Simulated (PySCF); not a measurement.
GaH + Cl₂ → GaCl + HCl

Level: PBE in the def2-TZVP basis family, all electrons, no relativity, computed in PySCF with density fitting; open shells unrestricted.

| species | state and structure | ZPE (kJ/mol) | H(298 K) − H(0) (kJ/mol) | S° (J/(mol K)) |
| --- | --- | --- | --- | --- |
| GaH | singlet, C∞v, Ga–H 1.699 Å | 9.2 | 8.7 | 199.8 |
| Cl₂ | singlet, D∞h, Cl–Cl 2.008 Å | 3.2 | 9.2 | 223.0 |
| GaCl | singlet, C∞v, Ga–Cl 2.235 Å | 2.1 | 9.6 | 240.3 |
| HCl | singlet, C∞v, H–Cl 1.289 Å | 17.3 | 8.7 | 186.8 |

(1) Is the gas-phase reaction uphill or downhill in electronic energy at this level, and by how much?

(2) Add zero-point, thermal and entropy terms for 298.15 K and 1 bar.

## Answers

(1) At PBE/def2-TZVP, ΔE = -368.5 kJ/mol, downhill. 

(2) ΔZPE = 7.0 and Δ[H(298) − H(0)] = 0.4 kJ/mol give ΔH° = -361.1 kJ/mol. ΔS° = 4.3 J/(mol K), so ΔG° = -361.1 − 298.15 × (0.0043) = -362 kJ/mol.

The structures come from searches over a few start shapes, so lower isomers are not excluded.
